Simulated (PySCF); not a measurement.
Below is a simulated gas-phase Si 2p photoelectron spectrum of `CB(C)[SiH2][CH2][GeH3]`.

Every computed line was given a Gaussian of 0.4 eV full width at half maximum and an area set by the number of equivalent atoms (split 2:1 within a doublet); the highest printed point is 100. Method: delta-SCF UKS SCAN, pcX-2 on the ionised atom, pcseg-1 elsewhere, spin-free X2C (PySCF 2.14.0).

binding energy (eV), intensity and a bar:
```
    105.2          1 
    105.3          4 #
    105.4         14 ####
    105.5         38 ###########
    105.6         73 ######################
    105.7        100 ##############################
    105.8         97 #############################
    105.9         68 ####################
    106.0         37 ###########
    106.1         26 ########
    106.2         35 ##########
    106.3         48 ##############
    106.4         50 ###############
    106.5         38 ###########
    106.6         20 ######
    106.7          7 ##
    106.8          2 
    106.9          0
```

**Question.** How many maxima does the curve show, and how many computed lines lie under it?

**Answer.** The curve has 2 maxima (at 105.7 and 106.4 eV). Under it lie 2 lines from 1 inequivalent silicon site, drawn as a 2p3/2, 2p1/2 pair.

**Question.** Decompose the envelope and assign each component. Numbering: `[CH3:1][B:2]([CH3:3])[SiH2:4][CH2:5][GeH3:6]`.

**Answer.** 
```tsv
position (eV)	relative area	line	atoms	environment
105.74	0.67	Si 2p3/2	Si4	SiH2 silicon
106.37	0.33	Si 2p1/2	Si4	SiH2 silicon
```

**Question.** What are the centre and the root-mean-square width of the whole band?

**Answer.** The area-weighted mean of the lines is 105.95 eV. Their own spread about it is 0.29 eV (rms) and each Gaussian has σ = 0.4/2.355 = 0.17 eV; the variances add, which gives 0.34 eV.

No satellites, vibrations or lifetime broadening are included. Spin–orbit and ligand-field terms were added within each 2p shell after the spin-free SCF. 2p1/2 minus 2p3/2 (ligand field included): Si 0.62 eV. Isolated species at its PBE0-D3(BJ)/def2-SVP geometry (one conformer only).

Shape of the structure used: `[CH3:1][B:2]([CH3:3])[SiH2:4][CH2:5][GeH3:6]`: C1–B2–Si4–C5 65°, B2–Si4–C5–Ge6 55°.
